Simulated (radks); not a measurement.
Results of a calculation; reference values are marked as such.
How relativity changes the ionisation of the indium ion In41+ ([He] 2s2 2p4) to In42+ ([He] 2s2 2p3). Spin-unpolarised spherical Kohn-Sham, LDA (Slater exchange, Perdew-Wang correlation), point nucleus unless stated (finite: rms radius 4.6156 fm), a radial shooting solver on a logarithmic mesh with Libxc functionals. A level marked "c x" has the speed of light scaled by that factor and shares open shells by 2j + 1; other Dirac levels either fill j = l - 1/2 first or share by 2j + 1.

level                               E(In41+) (hartree)  E(In42+) (hartree)  IE (eV)   HOMO  <r> HOMO (bohr)
non-rel.                                   -3926.27193         -3686.57686   6522.4     2p           0.1100
scalar-rel.                                -4045.75468         -3802.34551   6623.5     2p           0.1076
scalar-rel., finite nucleus                -4045.61530         -3802.20578   6623.5     2p           0.1076
Dirac, 2j+1 shares                         -4046.66190         -3803.03712   6629.4  2p3/2           0.1090
Dirac, low j first                         -4052.28118         -3811.64093   6548.2  2p3/2           0.1090
Dirac, 2j+1 shares, finite nucleus         -4046.52228         -3802.89721   6629.4  2p3/2           0.1090
Dirac, c x 2                               -3954.91027         -3714.27172   6548.1  2p3/2           0.1098
Dirac, c x 3                               -3938.88866         -3698.77725   6533.8  2p3/2           0.1099
Dirac, c x 10                              -3927.40027         -3687.66793   6523.4  2p3/2           0.1100

NIST Atomic Spectra Database: 6554 eV (semi-empirical). The relativistic part of the total energy of In41+ is -120.3 hartree (Dirac, 2j+1 shares, finite nucleus), 3.1 % of the non-relativistic value. Spin polarisation and multiplet splitting of open shells are left out at every level.

Beside tabulated values, note that relativity, absent from the non-relativistic runs, is large for the heavy elements, and spin-unpolarised runs miss the spin-polarisation part of the exchange energy of open shells.
